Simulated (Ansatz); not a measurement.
Consider the cleavage of the Si–Sn bond: `C[NH][SnH2][SiH3]` + `[NH2][Sn][OH]` → `[NH2][Sn][O][SiH3]` + `C[NH][SnH3]`.

Program: Ansatz. Geometries: PBE0-D4/def2-TZVP. ΔE: electronic, gas phase. CCSD(T)/CBS adds triple-zeta CCSD(T) − MP2 to the extrapolated MP2 energy (def2 sets, frozen cores). Functionals use def2-TZVPP. B3LYP here is the variant with VWN-RPA as its local correlation; programs differ in this. def2 core potentials past Kr. For Sn outer-core shells are correlated without core-valence functions, which leaves a few kJ/mol of doubt a bond. One conformer a species, not always the lowest.

`C[NH][SnH2][SiH3]`:

Z-matrix (Å, degrees):
```
C
N 1 1.451
H 1 1.095 2 110.2
H 1 1.094 2 109.6 3 117.1
H 1 1.101 2 115.3 3 -121.8
Sn 2 2.035 1 117.9 3 -171.4
H 2 1.011 1 110.9 3 57.6
Si 6 2.578 2 112.4 1 -55.5
H 6 1.710 2 104.8 1 65.0
H 6 1.709 2 105.5 1 -177.9
H 8 1.488 6 110.2 2 -63.2
H 8 1.488 6 111.1 2 176.5
H 8 1.488 6 110.1 2 56.3
```

`[NH2][Sn][OH]`:

Z-matrix (Å, degrees):
```
N
Sn 1 2.022
H 1 1.010 2 126.2
H 1 1.009 2 123.1 3 -180.0
O 2 1.984 1 96.6 3 -0.1
H 5 0.960 2 116.5 1 -0.1
```

`[NH2][Sn][O][SiH3]`:

Z-matrix (Å, degrees):
```
Si
O 1 1.623
H 1 1.489 2 110.7
H 1 1.489 2 110.7 3 -120.4
H 1 1.496 2 112.1 3 119.8
Sn 2 1.989 1 144.0 3 -119.2
N 6 2.011 2 95.2 1 -0.1
H 7 1.010 6 124.3 2 -0.1
H 7 1.008 6 124.2 2 -179.9
```

`C[NH][SnH3]`:

Z-matrix (Å, degrees):
```
C
N 1 1.451
H 1 1.094 2 109.7
H 1 1.095 2 110.3 3 -117.1
H 1 1.101 2 115.2 3 121.0
Sn 2 2.028 1 118.3 3 -54.0
H 2 1.011 1 111.0 3 174.0
H 6 1.718 2 112.2 1 -55.0
H 6 1.705 2 106.4 1 -176.1
H 6 1.706 2 105.8 1 64.1
```

```
             level  ΔE (kJ/mol)  difference from CCSD(T)/CBS
         r2SCAN-D4        -76.5                          3.6
          B3LYP-D4        -82.6                         -2.5
           ωB97X-V        -82.7                         -2.6
           ωB97M-V        -83.7                         -3.6
            B2PLYP        -85.3                         -5.2
               PBE        -58.0                         22.1
            r2SCAN        -76.5                          3.6
              PBE0        -67.2                         12.9
             B3LYP        -80.7                         -0.6
SCS-MP2/def2-TZVPP        -92.7                        -12.6
   CCSD/def2-TZVPP        -87.9                         -7.8
CCSD(T)/def2-TZVPP        -84.9                         -4.8
     HF/def2-QZVPP       -110.8                        -30.7
      HF/CBS(def2)       -111.1                        -31.0
     MP2/CBS(def2)        -82.1                         -2.0
    CCSD/CBS(def2)        -83.1                         -3.0
       CCSD(T)/CBS        -80.1                            0
```

Largest T1 diagnostic among the species: 0.017.

From PBE to PBE0 (25 % exact exchange), in def2-TZVPP and without D4, ΔE moves by −9.2 kJ/mol. In def2-TZVPP, CCSD(T) changes the Hartree–Fock value by +23.9 kJ/mol (the triples alone add +3.0 kJ/mol) and MP2 by +21.9 kJ/mol.
